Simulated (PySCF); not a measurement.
Continuum solvent and chemical shifts

Geometry (Å), atoms numbered from 1 in this order:
```xyz
15

C     4.379    0.485   -0.316
C     3.237    0.119   -0.109
C     1.949   -0.294    0.122
C     0.808   -0.667    0.333
C    -0.561   -1.099    0.562
C    -1.600   -0.321   -0.256
C    -1.659    1.157    0.088
H     5.388    0.806   -0.496
H    -0.788   -1.002    1.639
H    -0.633   -2.176    0.332
H    -1.376   -0.451   -1.328
H    -2.583   -0.790   -0.085
H    -2.405    1.679   -0.530
H    -1.932    1.312    1.144
H    -0.685    1.643   -0.079
```

GIAO PBE0/pcSseg-1 in PySCF 2.14.0 with density-fitted response routines on one PBE0-D3(BJ)/def2-SVP conformer, non-relativistic, equivalent nuclei averaged. Solvents enter as an IEF-PCM continuum (chloroform with ε = 4.7, acetonitrile with ε = 35.7) around the gas-phase geometry. Shifts are referred to TMS computed in the same medium.

Gas phase, δ in ppm: C4 80.6, C3 73.5, C2 72.8, C1 69.5, C6 24.4, C5 22.6, C7 14.5, H9/H10 2.27, H8 1.63, H11/H12 1.37, H13/H14/H15 1.11. Dipole moment 1.34 D.

Problem. How does each δ change in the continuum?

Solution. 
```tsv
atoms	environment	Δδ, chloroform	Δδ, acetonitrile
C4	alkyne carbon	+4.5	+6.3
C3	alkyne carbon	-1.7	-2.4
C2	alkyne carbon	0.0	-0.1
C1	terminal alkyne carbon	+2.2	+3.2
C6	sp3 CH2	+0.3	+0.4
C5	propargylic sp3 CH2	+0.2	+0.3
C7	methyl carbon	+0.4	+0.6
H9/H10	hydrogen on a propargylic sp3 CH2	+0.15	+0.22
H8	hydrogen on a terminal alkyne carbon	+0.42	+0.59
H11/H12	hydrogen on an sp3 CH2	+0.07	+0.10
H13/H14/H15	hydrogen on a methyl carbon	-0.02	-0.03
```

Changes are relative to the gas phase. The dipole moment becomes 1.72 D in chloroform, 1.87 D in acetonitrile.

Problem. Which nuclei move most (in ppm), and what does the model miss?

Solution. C4 (alkyne carbon, +6.3 ppm) in acetonitrile. A continuum only polarises the solute; specific hydrogen bonds, the anisotropy of aromatic solvents and changes of geometry or conformer are outside it.
